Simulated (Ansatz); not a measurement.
LaBr₃, relaxed as a singlet with RKS PBE0-D4/def2-SVP in Ansatz, starting from the GFN2-xTB geometry. Force threshold 0.02 eV/Å.

In the def2 sets La takes a core potential; there is no spin–orbit coupling.

Start:

```
atom   x (Å)   y (Å)   z (Å)
 La1  -0.877  -0.454   0.508
 Br2   1.327   0.404   1.843
 Br3  -1.037   1.811  -0.982
 Br4   0.587  -1.761  -1.369
```

```csv
step,energy (eV),largest force component (eV/Å),SCF passes
1,-210955.6532,0.691,14
2,-210955.8919,0.505,23
3,-210955.9949,0.224,22
4,-210956.0354,0.093,21
5,-210956.0437,0.011,18
6,-210956.0438,0.048,17
7,-210956.0443,0.002,18
```

Force components are those of the run's own axes.

End:

| atom | x (Å) | y (Å) | z (Å) |
| --- | --- | --- | --- |
| La1 | -0.247 | -0.128 | 0.143 |
| Br2 | 1.319 | 0.344 | 2.359 |
| Br3 | -1.508 | 2.028 | -1.020 |
| Br4 | 0.435 | -2.245 | -1.482 |

By distances, no bond broke or formed. The bond that changes most is La1–Br3, from 2.72 to 2.75 Å (atoms count from 1).

The force fell under the threshold at step 5, but the optimiser went on. No frequencies were taken in this run, so the end may be a saddle point.

Hardware: 4 threads of Arm Neoverse V1 on a shared host. Wall time 19 s.
